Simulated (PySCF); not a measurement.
**Nuclear quadrupole coupling in perfluoropropionyl chloride**

Compound: perfluoropropionyl chloride, C₃ClF₅O.
Geometry (PBE0-D3(BJ)/def2-SVP, Å), atoms numbered from 1 in this order:
```
atom  x, y, z in Å
O1     1.7738   -1.0848    1.0324
C2     1.4012   -0.2841    0.2508
Cl3    2.2932    1.1522   -0.1884
C4     0.0409   -0.4003   -0.4797
F5    -0.3130   -1.6862   -0.4889
F6     0.1319    0.0449   -1.7347
C7    -1.0754    0.3902    0.2391
F8    -1.1655   -0.0175    1.4968
F9    -2.2282    0.1838   -0.3714
F10   -0.8025    1.6866    0.2255
```

Field gradients from the PBE0/pcSseg-1 density (PySCF, non-relativistic), principal values in atomic units, ordered |Vxx| ≤ |Vyy| ≤ |Vzz|:

```json
{"atom": "O1", "Vxx": "0.3326", "Vyy": "1.3794", "Vzz": "-1.7120"}
{"atom": "Cl3", "Vxx": "-1.1857", "Vyy": "-2.3393", "Vzz": "3.5250"}
```

**Question.** Find the asymmetry η = (Vxx − Vyy)/Vzz and the couplings χ = eQV/h (234.96 MHz × Q in barn × V in au), with Q(17O) = −0.0256 b, Q(35Cl) = −0.0817 b.

**Answer.** 
```csv
atom,environment,nucleus,η,χzz (MHz),χxx (MHz),χyy (MHz)
O1,carbonyl oxygen,17O,0.61,10.30,-2.00,-8.30
Cl3,chlorine bonded to C,35Cl,0.33,-67.67,22.76,44.91
```

The tensor is traceless: Vxx + Vyy + Vzz = 0.

**Question.** What is Vzz at Cl3 in SI units (1 au = 9.71736 × 10²¹ V/m²)?

**Answer.** 3.5250 au = 34.253 × 10²¹ V/m².

**Question.** And the gradient at the other heavy atoms, for which no coupling is worked out here?

**Answer.** 
```json
{"atom": "C2", "environment": "acyl halide carbon", "Vzz (au)": "-0.392", "η": "0.69"}
{"atom": "C4", "environment": "CF2 carbon", "Vzz (au)": "-0.403", "η": "0.84"}
{"atom": "F5", "environment": "fluorine of a CF2 group", "Vzz (au)": "3.053", "η": "0.07"}
{"atom": "F6", "environment": "fluorine of a CF2 group", "Vzz (au)": "3.033", "η": "0.06"}
{"atom": "C7", "environment": "CF3 carbon", "Vzz (au)": "-0.375", "η": "0.02"}
{"atom": "F8", "environment": "fluorine of a CF3 group", "Vzz (au)": "2.912", "η": "0.02"}
{"atom": "F9", "environment": "fluorine of a CF3 group", "Vzz (au)": "2.929", "η": "0.01"}
{"atom": "F10", "environment": "fluorine of a CF3 group", "Vzz (au)": "2.917", "η": "0.02"}
```

Isolated species at its PBE0-D3(BJ)/def2-SVP geometry (one conformer only). The basis is small and wasn't made for field gradients, so the couplings can be 20 % off.
